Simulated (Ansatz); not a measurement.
This geometry of CH$_{5}$BOSi (9 atoms, charge 0, multiplicity 1) is a first-order saddle point.

The calculation used RKS BLYP-D4/cc-pVDZ in Ansatz 0.2.0.

```xyz
9
Properties=species:S:1:pos:R:3
B -0.379 1.809 -0.144
Si 0.553 0.083 0.334
C 0.014 -1.565 -0.319
O -0.542 -1.111 0.998
H -0.449 2.221 -1.280
H -0.917 2.452 0.731
H 1.901 0.177 1.005
H -0.752 -1.652 -1.112
H 0.659 -2.461 -0.230
```

Q: Which two structures does it join? (They come from a converged band through this point; their orientation in space is the band's.)

A: No bond is made or broken. The dihedral H5–B1–Si2–O4 goes from -11 to 173°. The two ends are copies of one structure, up to a mirror image or an exchange of like atoms.

First end point:

```xyz
9
Properties=species:S:1:pos:R:3
B -0.416 1.750 -0.112
Si 0.525 0.141 0.515
C -0.016 -1.482 -0.320
O -0.432 -1.256 1.039
H -1.605 1.677 -0.321
H 0.182 2.770 -0.369
H 1.916 0.108 1.077
H -0.832 -1.499 -1.068
H 0.765 -2.255 -0.458
```

Last end point:

```xyz
9
Properties=species:S:1:pos:R:3
B -0.416 1.752 -0.111
Si 0.525 0.141 0.509
C -0.014 -1.485 -0.321
O -0.435 -1.253 1.035
H 0.178 2.778 -0.356
H -1.604 1.676 -0.327
H 1.913 0.108 1.078
H -0.826 -1.502 -1.073
H 0.767 -2.260 -0.452
```

Q: How far does it lie above each of them?

A: 24.3 kJ/mol above the first and 24.3 kJ/mol above the second. This is the barrier of this one path; another mechanism may lie lower.

Run time: 15 min on 1 thread of Intel(R) Xeon(R) Processor @ 2.50GHz (Skylake/Cascade Lake), on a shared host, peak memory 0.13 GiB.
